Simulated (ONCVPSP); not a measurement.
bismuth: ONCV pseudisation with PBEsol, scalar-relativistic reference atom.

ONCVPSP 4.0.1 was run on this input:

```
# ATOM AND REFERENCE CONFIGURATION
# atsym  z   nc   nv     iexc    psfile
  Bi 83.00   12    3  -116133      upf
#
#   n    l    f
    1    0    2.00
    2    0    2.00
    2    1    6.00
    3    0    2.00
    3    1    6.00
    3    2   10.00
    4    0    2.00
    4    1    6.00
    4    2   10.00
    4    3   14.00
    5    0    2.00
    5    1    6.00
    5    2   10.00
    6    0    2.00
    6    1    2.50
#
# PSEUDOPOTENTIAL AND OPTIMIZATION
# lmax
    2
#
#   l,   rc,      ep,       ncon, nbas, qcut
    0    2.05    0.00    5    8    2.60
    1    2.50    0.00    3    7    2.90
    2    1.90    0.00    4    9    8.80
#
# LOCAL POTENTIAL
# lloc, lpopt,  rc(5),   dvloc0
    4    2    1.70    0.00
#
# VANDERBILT-KLEINMAN-BYLANDER PROJECTORs
# l, nproj, debl
    0    3    3.20
    1    2    0.60
    2    2    1.50
#
# MODEL CORE CHARGE
# icmod, fcfact, rcfact
    0    0.00    0.00
#
# LOG DERIVATIVE ANALYSIS
# epsh1, epsh2, depsh
   -3.00    5.00    0.02
#
# OUTPUT GRID
# rlmax, drl
    6.00    0.01
#
# TEST CONFIGURATIONS
# ncnf
    4
# nvcnf
#   n    l    f
    3
    5    2   10.00
    6    0    2.00
    6    1    3.00
#
    3
    5    2   10.00
    6    0    2.00
    6    1    2.00
#
    3
    5    2   10.00
    6    0    2.00
    6    1    1.00
#
    3
    5    2   10.00
    6    0    0.00
    6    1    5.00
#
```

Command:

```bash
oncvpsp.x < Bi.dat > Bi.out
```

Output (shortened: citation, most of the input echo, consistency checks and plot data are left out):

```
ONCVPSP  (Optimized Norm-Conservinng Vanderbilt PSeudopotential)
scalar-relativistic version 4.0.1

#   n    l    f        energy (Ha)
    1    0    2.00    -3.3317608E+03
    2    0    2.00    -5.9874944E+02
    2    1    6.00    -5.1214022E+02
    3    0    2.00    -1.4463282E+02
    3    1    6.00    -1.1989761E+02
    3    2   10.00    -9.5078636E+01
    4    0    2.00    -3.3294045E+01
    4    1    6.00    -2.5191285E+01
    4    2   10.00    -1.5940810E+01
    4    3   14.00    -5.7525359E+00
    5    0    2.00    -5.9425003E+00
    5    1    6.00    -3.6646807E+00
    5    2   10.00    -1.1371986E+00
    6    0    2.00    -6.6955410E-01
    6    1    2.50    -2.9067261E-01

Reference configufation results
  iterations    22
  all-electron total energy (Ha)   -2.15249550D+04

Begin loop to  construct optimized pseudo wave functions
and semi-local pseudopoentials for all angular momenta

   Wellstate for l =  0  n =  8
     eigenvalue =   2.5304
     asymptotic potential =   3.0304
     half-point radius =  3.4814

   Wellstate for l =  0  n =  9
     eigenvalue =   5.7304
     asymptotic potential =   6.2304
     half-point radius =  3.2906

Calculating optimized projector #   1

 for l=   0

    Fraction of norm inside rc  0.495311
    Optimizing pswf for qcut=   2.60 a_B^-1,  ecut=   3.39 Ha
    Residual kinetic energy error=  4.33D-02 Ha

    Energy error per electron        Cutoff
         Ha          eV             Ha
         0.01000     0.27211        9.16
         0.00100     0.02721       28.41
         0.00010     0.00272       36.12
         0.00001     0.00027       41.16

Calculating optimized projector #   2

 for l=   0

    Fraction of norm inside rc  0.108661
    Optimizing pswf for qcut=   2.60 a_B^-1,  ecut=   3.39 Ha
    Residual kinetic energy error=  3.05D-01 Ha

    Energy error per electron        Cutoff
         Ha          eV             Ha
         0.01000     0.27211       12.94
         0.00100     0.02721       29.22
         0.00010     0.00272       48.98
         0.00001     0.00027       56.66

Calculating optimized projector #   3

 for l=   0

    Fraction of norm inside rc  0.115117
    Optimizing pswf for qcut=   2.60 a_B^-1,  ecut=   3.39 Ha
    Residual kinetic energy error=  8.35D-01 Ha

    Energy error per electron        Cutoff
         Ha          eV             Ha
         0.01000     0.27211       37.73
         0.00100     0.02721       62.79
         0.00010     0.00272       71.21
         0.00001     0.00027       76.73

   Wellstate for l =  1  n =  7
     eigenvalue =   0.3093
     asymptotic potential =   0.8093
     half-point radius =  5.6663

Calculating optimized projector #   1

 for l=   1

    Fraction of norm inside rc  0.398087
    Optimizing pswf for qcut=   2.91 a_B^-1,  ecut=   4.22 Ha
    Residual kinetic energy error=  1.09D-03 Ha

    Energy error per electron        Cutoff
         Ha          eV             Ha
         0.01000     0.27211        1.46
         0.00100     0.02721        4.32
         0.00010     0.00272       23.53
         0.00001     0.00027       40.87

Calculating optimized projector #   2

 for l=   1

    Fraction of norm inside rc  0.194808
    Optimizing pswf for qcut=   2.91 a_B^-1,  ecut=   4.22 Ha
    Residual kinetic energy error=  1.64D-03 Ha

    Energy error per electron        Cutoff
         Ha          eV             Ha
         0.01000     0.27211        1.81
         0.00100     0.02721        4.78
         0.00010     0.00272       15.27
         0.00001     0.00027       38.70

   Wellstate for l =  2  n =  6
     eigenvalue =   0.3628
     asymptotic potential =   0.8628
     half-point radius =  3.6753

Calculating optimized projector #   1

 for l=   2

    Fraction of norm inside rc  0.911588
    Optimizing pswf for qcut=   8.80 a_B^-1,  ecut=  38.69 Ha
    Residual kinetic energy error=  7.56D-08 Ha

    Energy error per electron        Cutoff
         Ha          eV             Ha
         0.01000     0.27211       20.68
         0.00100     0.02721       25.66
         0.00010     0.00272       29.75
         0.00001     0.00027       32.95

Calculating optimized projector #   2

 for l=   2

    Fraction of norm inside rc  0.095090
    Optimizing pswf for qcut=   8.80 a_B^-1,  ecut=  38.69 Ha
    Residual kinetic energy error=  4.02D-08 Ha

    Energy error per electron        Cutoff
         Ha          eV             Ha
         0.01000     0.27211       17.70
         0.00100     0.02721       23.37
         0.00010     0.00272       28.28
         0.00001     0.00027       32.01

Construct Vanderbilt / Kleinmman-Bylander projectors

B matrix Hermiticity error, ll=   0
   1   2   -3.1088E-04
   1   3    4.8099E-04
   2   3    2.6314E-04

  Orthonormal projector coefficients  3.7787E+01  5.3410E+00  1.1908E+00

B matrix Hermiticity error, ll=   1
   1   2    3.4064E-05

  Orthonormal projector coefficients  3.0944E+00  7.1274E-01

B matrix Hermiticity error, ll=   2
   1   2    2.2224E-04

  Orthonormal projector coefficients -4.5762E+00 -1.0154E+00

Pseudoatom total energy  -70.448653

Diagnostic tests using Vanderbilt-Kleinman-Bylander pseudopotentials
  1 or more projectors used as specified by nproj input data

   l    rcore       rmatch      e in        delta e   norm test  slope test

   0   2.0586895   2.1211958  -0.6695541  -0.0000029   1.0000652   1.0000803
   0   2.0586895   2.1211958   2.5304459   0.0000362   1.0003460   1.0003460
   0   2.0586895   2.1211958   5.7304459   0.0001487   1.0005082   1.0005082

   1   2.5079808   2.5841285  -0.2906726   0.0000428   1.0000682   1.0011364
   1   2.5079808   2.5841285   0.3093274   0.0000801   1.0001668   1.0001668

   2   1.9046584   1.9624880  -1.1371986  -0.0000042   1.0001883   1.0001974
   2   1.9046584   1.9624880   0.3628014   0.0000120   1.0002697   1.0002697

 Testing for bound ghosts
   n   l    E NL Schr. Eq   E Basis Diag.   E Cutoff

   1   0       -0.669557       -0.669013     82.02

   2   1       -0.290630       -0.289051     35.14

   3   2       -1.137203       -1.137191    122.63

 Testing for highly-localized positive-energy ghosts
       l    <radius>/rc     E Basis Diag.   E Cutoff

       0        0.568794        7.259852     82.02  WARNING - GHOST(+)

       0        0.751333       37.400158     82.02  WARNING - GHOST(+)

       0        0.365113       79.374613     82.02  WARNING - GHOST(+)

       1        0.984690        3.149001     35.14  WARNING - GHOST(+)

Test configuration 0

   n   l     f        eae           eps        diff
   1   0  2.0000-3331.76082686
   2   0  2.0000 -598.74943530
   2   1  6.0000 -512.14021937
   3   0  2.0000 -144.63282123
   3   1  6.0000 -119.89761092
   3   2 10.0000  -95.07863627
   4   0  2.0000  -33.29404471
   4   1  6.0000  -25.19128463
   4   2 10.0000  -15.94081035
   4   3 14.0000   -5.75253591
   5   0  2.0000   -5.94250028
   5   1  6.0000   -3.66468072
   5   2 10.0000   -1.13719857   -1.13720281   -4.24D-06
   6   0  2.0000   -0.66955410   -0.66955696   -2.86D-06
   6   1  2.5000   -0.29067261   -0.29062980    4.28D-05

    Total energies and differences
      AE_ref= -2.15249550D+04  AE_tst= -2.15249550D+04  dif=  0.00D+00
      PS_ref= -7.04486529D+01  PS_tst= -7.04486529D+01  dif=  1.82D-12
      PSP excitation error= -1.82D-12

Test configuration 1

   n   l     f        eae           eps        diff
   1   0  2.0000-3331.61690414
   2   0  2.0000 -598.60587551
   2   1  6.0000 -511.99662820
   3   0  2.0000 -144.48936156
   3   1  6.0000 -119.75414795
   3   2 10.0000  -94.93518686
   4   0  2.0000  -33.15064061
   4   1  6.0000  -25.04788660
   4   2 10.0000  -15.79742562
   4   3 14.0000   -5.60916644
   5   0  2.0000   -5.79929586
   5   1  6.0000   -3.52147764
   5   2 10.0000   -0.99446103   -0.99473505   -2.74D-04
   6   0  2.0000   -0.53415913   -0.53414096    1.82D-05
   6   1  3.0000   -0.16895582   -0.16888886    6.70D-05

    Total energies and differences
      AE_ref= -2.15249550D+04  AE_tst= -2.15250694D+04  dif= -1.14D-01
      PS_ref= -7.04486529D+01  PS_tst= -7.05630828D+01  dif= -1.14D-01
      PSP excitation error=  2.14D-05

Test configuration 2

   n   l     f        eae           eps        diff
   1   0  2.0000-3331.91895072
   2   0  2.0000 -598.90697890
   2   1  6.0000 -512.29781072
   3   0  2.0000 -144.79019476
   3   1  6.0000 -120.05498908
   3   2 10.0000  -95.23599539
   4   0  2.0000  -33.45131322
   4   1  6.0000  -25.34854047
   4   2 10.0000  -16.09804237
   4   3 14.0000   -5.90974005
   5   0  2.0000   -6.09938005
   5   1  6.0000   -3.82151493
   5   2 10.0000   -1.29322363   -1.29291953    3.04D-04
   6   0  2.0000   -0.81563214   -0.81571574   -8.36D-05
   6   1  2.0000   -0.42198833   -0.42203544   -4.71D-05

    Total energies and differences
      AE_ref= -2.15249550D+04  AE_tst= -2.15247773D+04  dif=  1.78D-01
      PS_ref= -7.04486529D+01  PS_tst= -7.02708475D+01  dif=  1.78D-01
      PSP excitation error= -8.05D-05

Test configuration 3

   n   l     f        eae           eps        diff
   1   0  2.0000-3332.27027409
   2   0  2.0000 -599.25642214
   2   1  6.0000 -512.64740285
   3   0  2.0000 -145.13905585
   3   1  6.0000 -120.40386336
   3   2 10.0000  -95.58481581
   4   0  2.0000  -33.79978639
   4   1  6.0000  -25.69696432
   4   2 10.0000  -16.44638198
   4   3 14.0000   -6.25797960
   5   0  2.0000   -6.44639919
   5   1  6.0000   -4.16826045
   5   2 10.0000   -1.63715157   -1.63624143    9.10D-04
   6   0  2.0000   -1.13214685   -1.13263933   -4.92D-04
   6   1  1.0000   -0.70677076   -0.70728185   -5.11D-04

    Total energies and differences
      AE_ref= -2.15249550D+04  AE_tst= -2.15242153D+04  dif=  7.40D-01
      PS_ref= -7.04486529D+01  PS_tst= -6.97084031D+01  dif=  7.40D-01
      PSP excitation error= -5.93D-04

Test configuration 4

   n   l     f        eae           eps        diff
   1   0  2.0000-3331.74517042
   2   0  2.0000 -598.73179763
   2   1  6.0000 -512.12232002
   3   0  2.0000 -144.61637526
   3   1  6.0000 -119.88112438
   3   2 10.0000  -95.06197276
   4   0  2.0000  -33.27800673
   4   1  6.0000  -25.17515036
   4   2 10.0000  -15.92452577
   4   3 14.0000   -5.73621474
   5   0  2.0000   -5.92530689
   5   1  6.0000   -3.64633477
   5   2 10.0000   -1.11026483   -1.10837143    1.89D-03
   6   1  5.0000   -0.21655846   -0.21631961    2.39D-04

    Total energies and differences
      AE_ref= -2.15249550D+04  AE_tst= -2.15243133D+04  dif=  6.42D-01
      PS_ref= -7.04486529D+01  PS_tst= -6.98080296D+01  dif=  6.41D-01
      PSP excitation error=  1.07D-03
```

The run took about 5.4 s on one core of a shared server CPU.
